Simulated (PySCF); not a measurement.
Se (selenium, neutral): UHF calculation

Configuration: [Ar] 3d10 4s1 4p4 5s1, high-spin 5P determinant (an excited configuration). Calculation: PySCF 2.14, in aug-cc-pVQZ-DK; the spin-free X2C one-electron Hamiltonian (Gaussian nucleus).

- Total energy: -2427.480629 hartree
- One-electron energy: -3371.1327 hartree
- Hartree (Coulomb) energy: 1030.4318 hartree
- Exchange energy: -86.7797 hartree
- ⟨S²⟩: 6.0124
- ⟨L²⟩: 2.054
- Sum of ⟨r⟩: 27.95 bohr
- Sum of ⟨r²⟩: 63.12 bohr²
- Traceless quadrupole moment −½Σ⟨3z² − r²⟩ along its main axis: -0.357 e·bohr²
- Langevin diamagnetic susceptibility: -50.0 ×10⁻⁶ cm³/mol

```csv
shell,electrons,mean orbital energy (hartree),spread (hartree),"rms radius, mean of both spins (bohr)"
1s α,1,-468.31532,0,0.0508
1s β,1,-468.29651,0,0.0508
2s α,1,-62.58530,0,0.212
2s β,1,-62.56906,0,0.212
2p α,3,-54.90453,0.00585,0.189
2p β,3,-54.89121,0.00297,0.189
3s α,1,-9.47294,0,0.613
3s β,1,-9.42549,0,0.613
3p α,3,-6.98241,0.01805,0.635
3p β,3,-6.94776,0.00316,0.635
3d α,5,-2.84643,0.01732,0.694
3d β,5,-2.82708,0.00962,0.694
4s α,1,-1.20096,0,1.87
4p α,3,-0.62490,0.05728,2.30
4p β,1,-0.41871,0,2.30
5s α,1,-0.12427,0,5.49
```

The outer electron is Rydberg-like, and this basis confines it to a smaller radius and binds it less than a complete one would.

Densities and radii are taken from the X2C orbitals without a picture-change correction, which distorts them close to the nucleus.

Spin-orbit constants ζ (cm⁻¹) from the X2C one-electron operator on these orbitals: bare nucleus, nucleus screened by l(l+1)(2l+1)/3 electrons, and screened by the Breit-Pauli mean field of the electrons.

| shell | bare | screened nucleus | mean field |
| --- | --- | --- | --- |
| 2p | 231700 | 218100 | n/a |
| 3p | 32510 | 30590 | n/a |
| 3d | 3882 | 2740 | n/a |
| 4p | 2354 | 2216 | n/a |

To first order the Landé constant is A = -554.0 cm⁻¹, so the lowest level has J = 3 and lies 0.137 eV below the centre of the term. This holds in LS coupling only.
